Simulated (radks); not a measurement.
Charge is removed step by step from the 4d down level of Rh+, starting from [Kr] 4d(up 5, down 3). Method: scalar-relativistic Kohn-Sham, r2SCAN, spin-polarised, spherical densities, finite nucleus; meta-GGA in the generalised Kohn-Sham scheme; Fermi nuclear charge, rms radius 4.4945 fm; computed with a radial shooting solver on a logarithmic mesh with Libxc functionals.

[
 {"removed (e)": "0", "E - E(0) (eV)": "0.000", "eigenvalue (eV)": "-12.633", "E minus straight line (eV)": "0.000"},
 {"removed (e)": "0.25", "E - E(0) (eV)": "3.495", "eigenvalue (eV)": "-15.350", "E minus straight line (eV)": "-1.064"},
 {"removed (e)": "0.5", "E - E(0) (eV)": "7.684", "eigenvalue (eV)": "-18.174", "E minus straight line (eV)": "-1.436"},
 {"removed (e)": "0.75", "E - E(0) (eV)": "12.590", "eigenvalue (eV)": "-21.097", "E minus straight line (eV)": "-1.089"},
 {"removed (e)": "1", "E - E(0) (eV)": "18.239", "eigenvalue (eV)": "-24.111", "E minus straight line (eV)": "0.000"}
]

Removing the whole electron costs 18.239 eV by Delta-SCF, against 12.633 eV from minus the eigenvalue at the starting occupation. Slater's transition state (half an electron removed) gives 18.174 eV. Integrating minus the eigenvalue over the occupation (Janak's theorem) gives 18.240 eV. In this scalar-relativistic scheme the density is built from large components alone, so the theorem holds only approximately. The mean slope of the eigenvalue, de/dn, is 11.5 eV per electron. Ionisation energy of Rh+ in the NIST Atomic Spectra Database: 18.080 eV (semi-empirical).
